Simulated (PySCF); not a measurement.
# As²⁺: ionisation energy

As²⁺ [Ar] 3d10 4s2 4p1 (2P) → As³⁺ [Ar] 3d10 4s2 (1S), as a difference of total energies. All numbers are calculated (PySCF 2.14, scalar relativity by spin-free X2C-1e, in x2c-TZVPPall with one added diffuse shell each of s, p, d type (7s6p5d1f, 57 functions)). Correlated levels: valence: [Ar] 3d10 frozen. The calculations carry no spin-orbit coupling.

| method | ionisation energy (eV) | plus first-order spin-orbit estimate | error of that sum (eV) |
| --- | --- | --- | --- |
| UHF | 27.402 | 27.625 | -0.724 |
| MP2 (valence) | 27.665 | 27.889 | -0.460 |
| SCS-MP2 (valence) | 27.658 | 27.881 | -0.468 |
| CCSD (valence) | 27.752 | 27.975 | -0.374 |
| CCSD(T) (valence) | 27.771 | 27.994 | -0.355 |
| CCSDT (valence) | 27.777 | 28.000 | -0.349 |

Reference: 28.349 ± 0.012 eV (measured; NIST Atomic Spectra Database, ionization energies).

A first-order spin-orbit estimate (lowest level to lowest level, LS coupling) adds 0.224 eV.

Errors of the correlated levels include the incompleteness of this basis and the frozen core.
